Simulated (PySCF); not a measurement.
# Where the electron goes

C5H4N2O.
Z-matrix (Å and degrees, GFN2-xTB geometry), rows numbered from 1:
```
O 
C   1  1.1975
C   2  1.4890  1  125.57
N   3  1.3260  2  118.81  1     0.13
C   4  1.3196  3  117.22  2  -179.91
C   5  1.3898  4  122.02  3    -0.07
C   6  1.3894  5  116.13  4     0.02
N   7  1.3205  6  121.99  5     0.04
H   2  1.1060  1  122.83  3  -179.95
H   5  1.0824  4  115.93  3   179.91
H   6  1.0773  5  121.99  4  -180.00
H   7  1.0826  6  122.03  5  -179.95
```

Computed with TDDFT PBE0/def2-SVPD, vertical, gas phase, core orbitals frozen in the response (PySCF 2.14.0, density-fitted response routines).

Frontier orbitals with the atoms that hold most of them (Löwdin shares over 4%, at most four atoms; ? is withheld):

```
orbital  ε (eV)                           atoms
 LUMO+2    0.36  C2 24%, O1 16%, C6 13%, C7 11%
 LUMO+1   -1.72  C5 24%, C7 20%, N8 20%, N4 17%
   LUMO   -2.55                               ?
   HOMO       ?    O1 59%, C2 16%, H9 9%, C3 8%
 HOMO-1   -7.81                               ?
 HOMO-2   -8.83  C6 28%, C3 15%, C7 13%, C5 12%
 HOMO-3   -9.48   N8 34%, N4 26%, C3 10%, C6 7%
```

(1) Which atoms hold the LUMO, and with what shares?

(2) Which atoms hold the HOMO-1, and with what shares?

(3) What is the HOMO energy, and the HOMO–LUMO gap?

Answers

(1) O1 (bonded to C) 19%; C2 (bonded to C, O and H) 18%; C3 (bonded to C and 2 N) 16%; C6 (bonded to 2 C and H) 14%. By element: carbon 47% or more, oxygen 19%.

(2) N4 (bonded to 2 C) 39%; N8 (bonded to 2 C) 28%; C5 (bonded to C, N and H) 7%; C3 (bonded to C and 2 N) 6%. By element: nitrogen 67%, carbon 14% or more.

(3) ε(HOMO) = -7.76 eV; the gap is 5.21 eV (0.1915 hartree).

Question: How does S1 compare with the orbital gap of 5.21 eV?

Answer: S1 is at 3.32 eV (f = 0.0000), 1.89 eV below the gap, made of HOMO→LUMO (94%). 

Question: One configuration dominates each of S1, S2, S3 and S4. Which, and how do the shares of the two leading atoms of either orbital change from the occupied to the empty one?

Answer: 
- S1 (3.32 eV, f 0.0000), HOMO→LUMO (94%): O1 59% → 19%, C2 16% → 18%
- S2 (3.66 eV, f 0.0001), HOMO-1→LUMO (98%): N4 39% → at most 14%, N8 28% → at most 14%, O1 at most 7% → 19%, C2 at most 7% → 18%
- S3 (4.30 eV, f 0.0043), HOMO-1→LUMO+1 (97%): N4 39% → 17%, N8 28% → 20%, C5 7% → 24%, C7 at most 7% → 20%
- S4 (4.94 eV, f 0.0000), HOMO→LUMO+1 (96%): O1 59% → at most 17%, C2 16% → at most 17%, C5 at most 8% → 24%, C7 at most 8% → 20%

Löwdin shares depend on the basis, the more so with diffuse functions.

Time: 15 s of wall time; peak memory 0.80 GiB. Hardware: one thread of an AMD EPYC 9R14, shared host.

One conformer stands for the species.
